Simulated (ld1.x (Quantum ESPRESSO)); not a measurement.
## germanium (Ge): excitation energies, all-electron against PAW

- Element: Ge
- Generator: ld1.x (Quantum ESPRESSO) 7.5
- Type: PAW
- Functional: PBE
- Relativity: scalar-relativistic
- Frozen core: [Ar]
- Valence charge: 14
- Reference configuration: 3d10 4s2 4p2
- Partial waves: 4s (bound): rcut 1.45, rcutus 1.95 bohr; 4s channel at 2.4 Ry: rcut 1.45, rcutus 1.95 bohr; 4p (bound): rcut 1.50, rcutus 2.05 bohr; 4p channel at 5.1 Ry: rcut 1.50, rcutus 2.05 bohr; 3d (bound): rcut 1.00, rcutus 1.25 bohr; 3d channel at 3.1 Ry: rcut 1.00, rcutus 1.25 bohr
- Local potential: all-electron potential smoothed inside 2.05 bohr (lloc = -1)
- Core correction: Bessel-smoothed model core inside 0.90 bohr
- Augmentation charge: PSQ, inside the norm-conserving radii

Energies are relative to the spin-unpolarised reference configuration 3d10 4s2 4p2; without spin polarisation the order of configurations can differ from experiment.

| valence configuration | charge | ΔE all-electron (eV) | error AE − PS (meV) |
| --- | --- | --- | --- |
| 3d10 4s2 4p1 | +1 | 7.444 | -0.9 |
| 3d10 4s1 4p0 | +3 | 57.674 | -15 |
| 3d10 4s2 4p1.5 | +0.5 | 2.802 | -0.3 |
| 3d10 4s0 4p0 | +4 | 104.017 | -44 |
| 3d10 4s2 4p2.3 | -0.3 | -0.884 | +0.1 |

Question: What are ΔE and the potential's error for 3d10 4s1 4p3?

Answer: ΔE = 7.972 eV all-electron; the error (AE − PS) is -1.3 meV.

Question: What are ΔE and the potential's error for 3d10 4s2 4p0?

Answer: ΔE = 22.883 eV all-electron; the error (AE − PS) is -3.6 meV.
